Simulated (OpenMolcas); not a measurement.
**Al: effect of the level shift or regulariser**

```
Program             : OpenMolcas
Basis               : ANO-RCC-VQZP [6s5p3d2f1g]
Scalar Hamiltonian  : DKH2, point nucleus
Active space        : 3 electrons in 9 orbitals (RAS2 3s 3p; RAS3 3d, at most 2 electrons)
State averaging     : 2S+1 = 4 odd, 1 root (0 in the spin-orbit step); 2S+1 = 2 odd, 3 roots; 2S+1 = 4 even, 3 roots; 2S+1 = 2 even, 5 roots
Spin-orbit coupling : state interaction with AMFI integrals over the reference wave functions, term energies averaged over their components
```

Methods on the same reference wave functions:
A. RASSCF
B. SS-RASPT2, IPEA 0.25 Eh, imaginary shift 0.1 Eh (closed shells correlated: 2s 2p)
C. SS-RASPT2, IPEA 0.25 Eh, imaginary shift 0.3 Eh (closed shells correlated: 2s 2p)

Energies in cm⁻¹ above 3s² 3p ²P°_1/2, the measured ground level; measured values from NIST Handbook of Basic Atomic Spectroscopic Data.

```csv
Level,A,B,C,Measured
3s² 3p ²P°_1/2,0.0,0.0,0.0,0.0
3s² 3p ²P°_3/2,107,107,107,112
3s 3p² ⁴P_1/2,26180,28261,28206,29020
3s 3p² ⁴P_3/2,26216,28298,28242,29067
3s 3p² ⁴P_5/2,26278,28359,28304,29143
3s 3p² ²D_3/2,37859,37899,37914,
3s 3p² ²D_5/2,37862,37902,37917,
```

Deviations, from unrounded energies. A percentage is the sum of absolute deviations over the sum of measured energies, with the sign that they share, or ± where signs differ.

| Against measurement | Levels | A | B | C |
| --- | --- | --- | --- | --- |
| mean absolute deviation (cm-1) | 4 | 2100 | 580 | 620 |
| fine structure of the ground term (%) | 1 | -4.7 | -4.7 | -4.7 |
| other configurations (%) | 3 | -9.8 | -2.7 | -2.8 |

B lies closest to measurement on these levels and A furthest from it. The largest miss of B in the table is 3s 3p² ⁴P_5/2, by -780 cm-1. The ranking rests on the paired levels alone, and a cruder setting can come out closer through cancelling errors.

Between B and C the level of the table that moves most is 3s 3p² ⁴P_1/2, by 55 cm-1 (lowest in C, highest in B).

The lowest spin-free term lies below A's lowest term by 0.237 hartree in B, 0.237 hartree in C.

Active for correlation alone: 3d; no level in the range computed is led by a configuration that fills it, so any true level of that kind is missing. Some terms mix strongly with configurations of 3d, whose occupation reaches 0.25 (3s 3p² ²D). Without dynamic correlation excited terms often stand tens of per cent too high (terms of higher spin than the ground term too low), and those without a measured partner can miss by more than the paired ones (holds for A). Computed and measured levels are paired by configuration, term and J; levels that our copy of the source lacks, or whose pairing is in doubt (as where it misses far off the trend of its configuration), stay unpaired and out of the deviations. Only configurations of the active space appear.

° marks odd parity.
